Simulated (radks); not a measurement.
The numbers below are computed, except where a source is named.
Ionisation of Ho, [Xe] 4f11 6s2, to Ho+, [Xe] 4f11 6s1, under several functionals. Dirac Kohn-Sham, spin-unpolarised, spherical densities, finite nucleus; open shells are shared between the two j in proportion to 2j + 1; a radial shooting solver on a logarithmic mesh with Libxc functionals.

functional                               E(Ho) (hartree)  Exc (hartree)  IE (eV)  -e(HOMO) (eV)  <r> HOMO (bohr)  IE error (eV)
RPBE                                         -12627.6974      -272.2160    6.206          2.695           0.8671         +0.185
XLYP                                         -12628.9413      -273.4614    6.291          2.512           0.8695         +0.270
PW91                                         -12628.6723      -273.2055    6.348          2.774           0.8674         +0.327
PBEsol                                       -12623.1556      -267.6263    6.326          2.760           0.8675         +0.305
exchange-only B88                            -12624.5797      -269.0487    5.733          1.709           0.8731         -0.289
BP86                                         -12628.9903      -273.5209    6.486          2.833           0.8680         +0.464
exchange-only LDA                            -12612.4175      -256.7617    5.655          1.629           0.8737         -0.367
LDA (Slater exchange, VWN5 correlation)      -12619.2000      -263.6392    6.523          2.937           0.8671         +0.502

NIST Atomic Spectra Database: 6.022 eV (measured). Closest: RPBE. The Delta-SCF values span 0.87 eV, the total energies 16.57 hartree. The highest occupied level is 4f7/2. Spin polarisation and multiplet splitting are left out, so open shells lie too high by an amount that depends on their filling. Sharing an open shell by 2j + 1 raises it above the true ground level by a part of the spin-orbit splitting, which enters the differences from NIST.

Beside tabulated values, note that spin-unpolarised runs miss the spin-polarisation part of the exchange energy of open shells.
